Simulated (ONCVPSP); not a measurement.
**What one change does to a pseudopotential (Hf (Z = 72), ONCV)**

```json
{
 "Element": "Hf (Z = 72)",
 "Generator": "ONCVPSP 4.0.1",
 "Type": "optimised norm-conserving Vanderbilt (ONCV)",
 "Functional": "PBE",
 "Relativity": "scalar-relativistic",
 "Frozen core": "[Kr] 4d10 4f14 5s2",
 "Valence charge": "10",
 "Reference configuration": "5p6 5d2.5 6s1.5",
 "Partial waves": "6s: rc 2.85 bohr, ncon 5, nbas 9, qcut 1.9 1/bohr, 3 projectors, debl 2.1 Ha; 5p: rc 2.05 bohr, ncon 3, nbas 6, qcut 6.8 1/bohr, 1 projector; 5d: rc 3.30 bohr, ncon 4, nbas 9, qcut 5 1/bohr, 2 projectors, debl 2.3 Ha",
 "Local potential": "polynomial inside 1.50 bohr (lpopt 3, dvloc0 6 Ha)",
 "Core correction": "none"
}
```

All-electron outer shells of the reference configuration (PBE, scalar-relativistic, ld1.x):

```csv
shell,level (eV),outermost node (bohr),outermost maximum (bohr)
5p,-34.88,0.60,1.16
4f,-16.09,–,0.45
6s,-4.90,1.37,2.93
5d,-2.30,0.67,1.71
```

Change: d: rc 2.46.

Cutoffs: the cutoffs (Ha) at which the residual kinetic energy of the hardest occupied pseudo-wave falls to 1 and 0.1 mHa per electron; they do not see the model core or the augmentation charge, which bear on the density cutoff. Errors are all-electron minus pseudo energies relative to the spin-unpolarised reference configuration.

Q: How do hardness, ghosts and transferability respond?

A: The potential gets neither clearly harder nor softer (9.9 Ha and 21 Ha → 9.9 Ha and 21 Ha); the p channel sets the loose cutoff, while the largest relative change is in d, which becomes harder; of the 4 tests that both files solve, the error grows in 1 and shrinks in 3 by more than 15 % and 0.3 meV (median size 9.6 → 11.9 meV); neither file shows a bound ghost.

```csv
quantity,base,changed
"cutoff, loose",9.9 Ha,9.9 Ha
"cutoff, tight",21 Ha,21 Ha
loose cutoff by channel,"s 5.1 Ha, p 9.9 Ha, d 8.0 Ha","s 5.1 Ha, p 9.9 Ha, d 9.7 Ha"
bound ghosts,none,none
GHOST(+) flags under 300 eV,s at 133.6 eV,s at 133.6 eV
"error for 5p6 5d2 6s2, meV [ΔE -1.26 eV]",+4.6,-0.2
"error for 5p6 5d2 6s1, meV [ΔE 6.72 eV]",+2.3,+1.6
"error for 5p6 5d2 6s0, meV [ΔE 20.90 eV]",+15,+22
"error for 5p6 5d1 6s2 6p1, meV [ΔE 0.71 eV]",+99,+42
s: phases at 2.89 bohr within 0.05 rad from the reference energy up to (Ha; the scan ends near 5),4.9,4.9
p: phases at 2.08 bohr within 0.05 rad from the reference energy up to (Ha; the scan ends near 5),0.6,0.6
```

Base: The cutoffs count occupied waves only; projector 3 of the s channel, the hardest unoccupied one, needs 43 Ha at the loose tolerance. Changed file: The cutoffs count occupied waves only; projector 3 of the s channel, the hardest unoccupied one, needs 43 Ha at the loose tolerance.
